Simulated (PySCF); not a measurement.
How many f electrons in SmH?

Unrestricted PBE0; basis Sm x2c-TZVPPall, H x2c-TZVPPall; spin-free X2C with a Gaussian nucleus; PySCF 2.14. The search starts from ions with several 4f fillings and holds each by maximum overlap.

The lowest solution has 2Ms+1 = 8, about 6.0 4f electrons, near 2.11 Å.

The lowest solution of each spin and filling, followed along the bond (rough minima from three points):

```tsv
2Ms+1	4f population	⟨S²⟩ at the start	R at minimum (Å)	Te (eV)
8	5.99	15.76	2.11	0.00
6	5.98	9.73	2.11	0.22
6	5.11	8.77	1.95	2.44
8	5.03	15.76	1.99	2.67
```

Solutions at the starting distance of 1.850 Å, counted from the lowest; the search is not exhaustive:

```csv
2Ms+1,4f population,E (eV),⟨S²⟩,⟨Lz²⟩,μ (D)
8,5.99,0.00,15.76,4.0,-2.69
8,6.01,0.13,15.76,1.7,-2.59
6,5.98,0.22,9.73,4.0,-2.18
8,5.99,0.24,15.76,9.0,-2.72
6,6.00,0.34,9.74,1.8,-2.17
6,5.95,0.44,9.70,9.0,-2.25
8,5.92,1.36,15.76,5.0,-1.12
8,5.79,1.36,15.77,7.9,-4.08
6,5.99,1.63,9.76,5.0,-0.15
6,5.95,1.83,9.76,8.0,-4.39
6,5.11,2.23,8.77,10.1,-1.58
8,5.03,2.51,15.76,11.1,-2.03
10,6.18,4.85,24.75,0.0,2.80
```

Partly filled real f orbitals mix terms, so no term symbols are given. A positive dipole means Sm(−)H(+).

Spin–orbit coupling is left out. Counting both spins, an empty level lies below a filled one in some of these solutions, because spin and occupation are held. With d or f electrons several states lie close, and the lowest PBE0 determinant need not be the measured ground state.
